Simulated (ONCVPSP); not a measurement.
u(r) = r·R(r): atom against pseudo-atom (nitrogen (N))

Columns: radius, all-electron u(r) and pseudo u(r) of the 2s shell (level -18.45 eV) of nitrogen in the configuration [He] 2s2 2p3; Wu-Cohen, non-relativistic, ONCV scheme, ONCVPSP 4.0.1.

```json
{"r (bohr)": "0.080", "all-electron": "-0.3585", "pseudo": "0.0544"}
{"r (bohr)": "0.160", "all-electron": "-0.3588", "pseudo": "0.1156"}
{"r (bohr)": "0.240", "all-electron": "-0.2049", "pseudo": "0.1884"}
{"r (bohr)": "0.320", "all-electron": "0.0019", "pseudo": "0.2743"}
{"r (bohr)": "0.400", "all-electron": "0.2105", "pseudo": "0.3712"}
{"r (bohr)": "0.480", "all-electron": "0.3975", "pseudo": "0.4749"}
{"r (bohr)": "0.560", "all-electron": "0.5535", "pseudo": "0.5793"}
{"r (bohr)": "0.640", "all-electron": "0.6766", "pseudo": "0.6776"}
{"r (bohr)": "0.720", "all-electron": "0.7682", "pseudo": "0.7627"}
{"r (bohr)": "0.800", "all-electron": "0.8315", "pseudo": "0.8281"}
{"r (bohr)": "0.880", "all-electron": "0.8706", "pseudo": "0.8700"}
{"r (bohr)": "0.960", "all-electron": "0.8895", "pseudo": "0.8895"}
{"r (bohr)": "1.040", "all-electron": "0.8922", "pseudo": "0.8922"}
{"r (bohr)": "1.120", "all-electron": "0.8823", "pseudo": "0.8823"}
{"r (bohr)": "1.200", "all-electron": "0.8625", "pseudo": "0.8625"}
{"r (bohr)": "1.280", "all-electron": "0.8356", "pseudo": "0.8356"}
{"r (bohr)": "1.360", "all-electron": "0.8034", "pseudo": "0.8034"}
{"r (bohr)": "1.440", "all-electron": "0.7677", "pseudo": "0.7677"}
{"r (bohr)": "1.520", "all-electron": "0.7297", "pseudo": "0.7297"}
{"r (bohr)": "1.600", "all-electron": "0.6906", "pseudo": "0.6906"}
{"r (bohr)": "1.680", "all-electron": "0.6511", "pseudo": "0.6511"}
{"r (bohr)": "1.760", "all-electron": "0.6119", "pseudo": "0.6119"}
{"r (bohr)": "1.840", "all-electron": "0.5733", "pseudo": "0.5733"}
{"r (bohr)": "1.920", "all-electron": "0.5359", "pseudo": "0.5359"}
{"r (bohr)": "2.000", "all-electron": "0.4997", "pseudo": "0.4998"}
{"r (bohr)": "2.080", "all-electron": "0.4651", "pseudo": "0.4651"}
```

(1) How many radial nodes do the two functions have?

(2) At about which radius was the pseudo-wave matched?

(3) Is the pseudo-wave norm-conserving?

Results:

(1) The all-electron 2s function has n − l − 1 = 1; the pseudo-wave has 0, since the states of the same l below it are removed with the core.

(2) 0.95 bohr, where the columns begin to agree (steps of 0.08 bohr).

(3) Yes: the ONCV scheme keeps the norm inside the radius equal to the all-electron one, which fixes the energy derivative of the logarithmic derivative at the level.
